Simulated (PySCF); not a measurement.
C2H3F2NOSi.

```xyz
10

C      1.5987    -1.5565     0.0000
Si    -0.0524    -0.7429     0.0000
F     -0.9147    -1.1834    -1.2910
F     -0.9147    -1.1834     1.2910
N      0.0590     0.9556     0.0000
C      0.0782     2.1564     0.0000
O      0.1107     3.3239     0.0000
H      2.1730    -1.2628     0.8923
H      1.4936    -2.6525     0.0000
H      2.1730    -1.2628    -0.8923
```

Geometry optimised at B3LYP-D3(BJ)/def2-SVP. Other conformers were not sampled.

The numbers are results of PBE/pcSseg-1 (PySCF), not measurements. Non-relativistic, no solvent.

Question: Give the absolute GIAO shielding of each atom: isotropic value and principal components (ppm). (An estimate is asked for; the answer gives what the named calculation found.)

Answer: 
| atom | σ(iso) | σ11 | σ22 | σ33 | span |
|---|---|---|---|---|---|
| C1 | 184.3 | 179.8 | 180.2 | 192.9 | 13.1 |
| Si2 | 386.3 | 345.3 | 376.4 | 437.3 | 92.0 |
| F3 | 292.4 | 225.5 | 282.2 | 369.5 | 144.0 |
| F4 | 292.4 | 225.5 | 282.2 | 369.5 | 144.0 |
| N5 | 210.1 | 143.4 | 147.0 | 339.9 | 196.5 |
| C6 | 61.8 | -45.4 | -45.2 | 276.1 | 321.5 |
| O7 | 185.5 | 88.1 | 90.3 | 378.3 | 290.2 |
| H8 | 30.9 | 26.8 | 28.5 | 37.3 | 10.5 |
| H9 | 30.8 | 26.4 | 27.9 | 38.1 | 11.7 |
| H10 | 30.9 | 26.8 | 28.5 | 37.3 | 10.5 |
